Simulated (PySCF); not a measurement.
SMILES CC([CH2])CC(O)C (C6H13O), doublet (GFN2-xTB optimised geometry):

```
20

C     -1.257    -1.446     1.256
C      0.217    -1.454     1.209
C      0.836    -0.980     2.522
C      0.735    -0.644     0.000
C      0.259     0.813     0.000
C      0.238     1.387    -1.418
O      1.131     1.559     0.828
H     -1.825    -1.648     0.369
H     -1.782    -1.291     2.177
H      0.560    -2.491     1.032
H      0.473    -1.584     3.351
H      1.919    -1.061     2.481
H      0.583     0.059     2.705
H      1.825    -0.644     0.000
H      0.386    -1.125    -0.915
H     -0.764     0.844     0.417
H     -0.071     2.431    -1.401
H     -0.459     0.833    -2.040
H      1.231     1.326    -1.857
H      0.899     2.491     0.764
```

Method: unrestricted B3LYP/def2-SVP (PySCF).

### Question
What are the frontier orbital energies (α orbitals alone; a β orbital can be the lowest empty one) and the dipole moment?

### Answer
HOMO-2 -8.44 eV, HOMO-1 -7.25 eV, HOMO -5.42 eV, LUMO 1.24 eV, LUMO+1 1.91 eV; dipole moment 1.40 D.

On the same geometry unrestricted PBE/def2-SVP in PySCF gives HOMO-2 -7.18 eV, HOMO-1 -5.83 eV, HOMO -4.34 eV, LUMO 0.69 eV, LUMO+1 1.36 eV; dipole moment 1.33 D.

Meta-Löwdin charges at B3LYP/def2-SVP: C1 -0.23, C2 -0.04, C3 -0.28, C4 -0.16, C5 0.16, C6 -0.30, O7 -0.52, H8 0.09, H9 0.10, H10 0.09, H11 0.09, H12 0.09, H13 0.10, H14 0.09, H15 0.08, H16 0.07, H17 0.08, H18 0.10, H19 0.09, H20 0.31.
